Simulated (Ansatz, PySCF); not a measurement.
Bond stretch in SiBr, doublet.

Computed with: UKS-PBE = unrestricted PBE/def2-TZVP run with Ansatz (a first-principles code); UKS-TPSSh = unrestricted TPSSh/def2-TZVP (PySCF); UCCSD(T) = CCSD(T) on UHF/def2-TZVP, 14 core orbitals frozen (PySCF).

Energies relative to the lowest point of each curve near equilibrium, in kcal/mol; the last columns give the difference from UCCSD(T):

```csv
R / Å,UKS-PBE,UKS-TPSSh,UCCSD(T),UKS-PBE − UCCSD(T),UKS-TPSSh − UCCSD(T)
1.77,71.4,70.0,71.7,-0.2,-1.6
1.88,35.0,34.0,34.6,0.4,-0.7
2.02,10.7,10.1,10.2,0.6,-0.1
2.10,4.0,3.6,3.6,0.4,0.0
2.19,0.5,0.4,0.4,0.2,0.0
2.23,0.0,0.0,0.0,0.0,0.0
2.27,0.0,0.1,0.2,-0.2,0.0
2.34,1.0,1.3,1.4,-0.5,-0.2
2.47,5.2,5.8,6.2,-1.0,-0.4
2.60,11.2,12.1,12.9,-1.6,-0.7
2.79,21.5,22.8,24.0,-2.5,-1.2
3.03,34.7,36.6,38.3,-3.6,-1.7
```

UKS-PBE is furthest from UCCSD(T) at 3.03 (-3.6 kcal/mol, below); its mean absolute difference over the points is 0.9 kcal/mol.

UKS-TPSSh is furthest from UCCSD(T) at 3.03 (-1.7 kcal/mol, below); its mean absolute difference over the points is 0.6 kcal/mol.

The scan ran from 1.77 to 9.00 Å; beyond the distances shown one of the unrestricted levels run for this scan, shown here or not, changes its spin distribution in one step.
